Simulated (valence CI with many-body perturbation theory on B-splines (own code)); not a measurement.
The numbers below are computed, except where a source is named.
# Ladder of approximations for As12+

Level of theory: configuration interaction combined with many-body perturbation theory (CI+MBPT): three valence electrons over a frozen Dirac-Fock core [Ar], radial functions for each j: 9 s, 9 p, 10 d, 8 f, 5 g, 3 h, 1 i, with the one-electron correlation potential Σ1, the two-electron term Σ2, the three-electron term Σ3, Breit, model QED; selected CI, second order for the rest, scaled by the run's own slope (own B-spline code, finite nucleus).

No measured spectrum was set against this ion. As an estimate, terms of the open shell hold to 2 to 4 % of their energy, and close levels can change places. Core correlation moves these levels by up to 3800 cm⁻¹, and in measured spectra 5 to 20 % of such shifts remained as error; rates that hang on mixing are uncertain with them. Only levels of the ground parity were solved; by the run's estimate the other parity begins above the list, which can be wrong where configurations are misplaced.

Each rung adds one term. CI alone is the Dirac-Coulomb CI over the frozen core; QED comes last and gives the full result, which names the levels. Energies are above 3d³ ⁴F_3/2 on the same rung, in eV.

Names give the largest LS component (configuration and term), which can be under half, so a name can repeat, a term be missing and a line seem to break the LS rules; names also repeat where a configuration has a term twice. Letters in brackets count levels of one name in rising energy.

```csv
Level,CI alone
3d³ ⁴F_5/2,0.407
3d³ ⁴F_7/2,0.908
3d³ ⁴F_9/2,1.462
3d³ ⁴P_3/2,4.767
3d³ ⁴P_1/2,4.810
3d³ ²G_7/2,5.219
3d³ ⁴P_5/2,5.467
3d³ ²G_9/2,5.539
3d³ ²D_3/2 [a],6.485
3d³ ²P_1/2,6.681
3d³ ²H_9/2,7.186
3d³ ²H_11/2,7.310
3d³ ²D_5/2 [a],7.698
3d³ ²P_3/2,7.937
3d³ ²F_7/2,11.320
3d³ ²F_5/2,11.478
```

Q: What do these energies become with core correlation, Breit and QED?

A: 3d³ ⁴F_5/2 0.398 (-0.0085); 3d³ ⁴F_7/2 0.877 (-0.0306); 3d³ ⁴F_9/2 1.396 (-0.0662); 3d³ ⁴P_3/2 4.446 (-0.3213); 3d³ ⁴P_1/2 4.467 (-0.3435); 3d³ ²G_7/2 4.968 (-0.2514); 3d³ ⁴P_5/2 5.109 (-0.3579); 3d³ ²G_9/2 5.283 (-0.2557); 3d³ ²D_3/2 [a] 6.194 (-0.2913); 3d³ ²P_1/2 6.495 (-0.1864); 3d³ ²H_9/2 6.973 (-0.2132); 3d³ ²H_11/2 7.069 (-0.2405); 3d³ ²D_5/2 [a] 7.289 (-0.4091); 3d³ ²P_3/2 7.682 (-0.2557); 3d³ ²F_7/2 10.765 (-0.5559); 3d³ ²F_5/2 10.957 (-0.5211).

Q: How does the ionisation energy move along the ladder, and which term matters most?

A: CI alone 368.81, + Σ1 371.22, + Σ2 375.30, + Σ3 375.31, + Breit 375.25, + QED 375.26 eV. The largest step is Σ2, 4.09 eV. NIST lists 375 ± 3 eV (theoretical).
